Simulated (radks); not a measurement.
The numbers below are computed, except where a source is named.
Dipole-allowed excitations along the series with 28 electrons in [Ar] 3d10. Code: a radial shooting solver on a logarithmic mesh with Libxc functionals. Model: non-relativistic Kohn-Sham, PBE, spin-polarised, spherical densities, point nucleus. Time-dependent linear response with the Hartree and adiabatic LDA kernel, continuum included through the Sternheimer equations. Lines are the poles of the dipole polarisability below minus the highest occupied eigenvalue, found on a grid refined at the orbital gaps; the lowest seven at most are given, and weak or close lines can be missed. The first line takes the name of the lowest orbital gap if no other gap lies below it; otherwise a line is named after a gap within 0.6 % of it, if that gap stands alone.

| species | -e(HOMO) (eV) | lowest orbital gap (eV) | first line (eV) | f | strongest line (eV) | its f | static alpha (bohr^3) |
|---|---|---|---|---|---|---|---|
| Sb23+ | 1185.5 | 3d-4p 536.83 | 539.92 (3d-4p) | 0.403 | 710.37 (unassigned) | 4.27 | 0.01670 |
| Te24+ | 1274.8 | 3d-4p 576.63 | 579.84 (3d-4p) | 0.397 | 757.86 (unassigned) | 4.52 | 0.01488 |
| I25+ | 1367.1 | 3d-4p 617.77 | 621.10 (3d-4p) | 0.391 | 806.70 (unassigned) | 4.73 | 0.01331 |
